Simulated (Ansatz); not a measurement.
Harmonic frequencies (cm⁻¹) at PBE0-D4/def2-TZVP from Ansatz: 58, 68, 113, 118, 131, 306, 329, 398, 533, 577, 658, 688, 741, 807, 840, 879, 925, 934, 950, 953, 993, 1042, 1198, 1202, 1318, 1334, 1421, 1439, 1444, 1462, 1468, 2218, 2220, 2222, 3016, 3022, 3048, 3084, 3088, 3110, 3125, 3126.

Each molecule was computed in one conformer, which needn't be the lowest.

Problem. Which molecule is it?
A. `F[CH2][GeH]1[CH2][O]1`
B. `N=CCS`
C. `CB(C)C[SiH3]`
D. `CC1(O)C=N1`

Solution. C.
